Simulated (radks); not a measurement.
Problem. Radial electron density D(r) = 4 pi r^2 rho(r) of an atom or ion with 23 electrons. Method: scalar-relativistic Kohn-Sham, LDA (Slater exchange, Perdew-Wang correlation), spin-polarised, spherical densities, point nucleus; computed with a radial shooting solver on a logarithmic mesh with Libxc functionals.

```
   r/bohr * D(r) (the largest magnitude, 38.5, reaches the edge; | marks zero)
 0.002865 | *
 0.003205 |  *
 0.003613 |  *
 0.004074 |   *
 0.004557 |    *
 0.005138 |     *
 0.005793 |      *
 0.006531 |        *
 0.007306 |         *
 0.008237 |           *
 0.009287 |              *
  0.01039 |                *
  0.01171 |                   *
  0.01321 |                       *
  0.01477 |                          *
  0.01665 |                              *
  0.01878 |                                 *
    0.021 |                                     *
  0.02368 |                                        *
   0.0267 |                                           *
  0.02986 |                                              *
  0.03367 |                                               *
  0.03796 |                                                *
  0.04246 |                                               *
  0.04788 |                                              *
  0.05398 |                                           *
  0.06038 |                                         *
  0.06808 |                                       *
  0.07676 |                                      *
  0.08654 |                                      *
   0.0968 |                                       *
   0.1091 |                                          *
   0.1231 |                                              *
   0.1376 |                                                  *
   0.1552 |                                                     *
    0.175 |                                                      *
   0.1957 |                                                    *
   0.2207 |                                               *
   0.2488 |                                         *
   0.2783 |                                 *
   0.3138 |                           *
   0.3538 |                       *
   0.3957 |                     *
   0.4461 |                      *
    0.503 |                         *
   0.5626 |                          *
   0.6344 |                           *
   0.7153 |                         *
      0.8 |                     *
    0.902 |                 *
    1.017 |            *
    1.147 |       *
    1.283 |    *
    1.446 |  *
     1.63 |*
    1.824 |*
    2.056 *
    2.318 *
    2.593 *
    2.924 *
```

What is the nuclear charge?

Solution. Z = 28. The innermost maximum, from 1s, lies near gamma/Z bohr with gamma = sqrt(1 - (Z/c)^2) = 0.979, here 0.035 bohr (found: 0.0377), and its height grows with Z. The density is that of the nickel ion Ni5+ in [Ar] 3d5; the configuration itself is not fixed sharply by these data, and Z only to about a unit. D(r) has 3 maxima, at r = 0.0377, 0.171, 0.609 bohr, and minima at 0.0812, 0.399 bohr, inside which lie 2.10, 10.77 electrons.
